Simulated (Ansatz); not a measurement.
Computed with Ansatz on PBE0-D4/def2-TZVP structures; ΔE is electronic, products minus reactants. CCSD(T)/CBS adds triple-zeta CCSD(T) − MP2 to the extrapolated MP2 energy (def2 sets, frozen cores). This one scheme is used for every species. Functionals use def2-TZVPP. For Br outer-core shells are correlated without core-valence functions, which leaves a few kJ/mol of doubt a bond. Scalar relativity is left out up to krypton. One conformer a species, not always the lowest.

Consider the ligand exchange at a B–O bond: `OB(S)Cl` + HBr → `SB(Cl)Br` + H₂O.

Task: Is it downhill or uphill in electronic energy at CCSD(T)/CBS, and by how much? (Best estimate.)

Result: Ansatz gave: Uphill: ΔE = +49.5 kJ/mol.

Task: What do these levels give: LDA (SPW92), revPBE-D4, B2PLYP, MP2/def2-QZVPP, HF/CBS(def2), CCSD/CBS(def2)? (An estimate is asked.)

Result: Computed: LDA (SPW92) 60.9, revPBE-D4 48.4, B2PLYP 60.0, MP2/def2-QZVPP 43.8, HF/CBS(def2) 75.9, CCSD/CBS(def2) 53.0 kJ/mol.

Largest T1 diagnostic among the species: 0.012.

From BLYP to BHLYP (50 % exact exchange), in def2-TZVPP and without D4, ΔE moves by +5.3 kJ/mol. Leaving LDA and LC-ωPBE aside and taking each functional with its dispersion term where it has one, the values, not all of them listed here, spread over 19.4 kJ/mol, from revPBE-D4 to CAM-B3LYP-D4. LDA lies +6.9 kJ/mol from PBE without D4. The D4 term adds −5.6 kJ/mol with B3LYP and −2.8 kJ/mol with PBE0; it sums over pairs of atoms, weighted by their polarisabilities, and B3LYP, whose exchange is more repulsive, gets the larger term.

B3LYP here is the variant with VWN-RPA as its local correlation; programs differ in this.
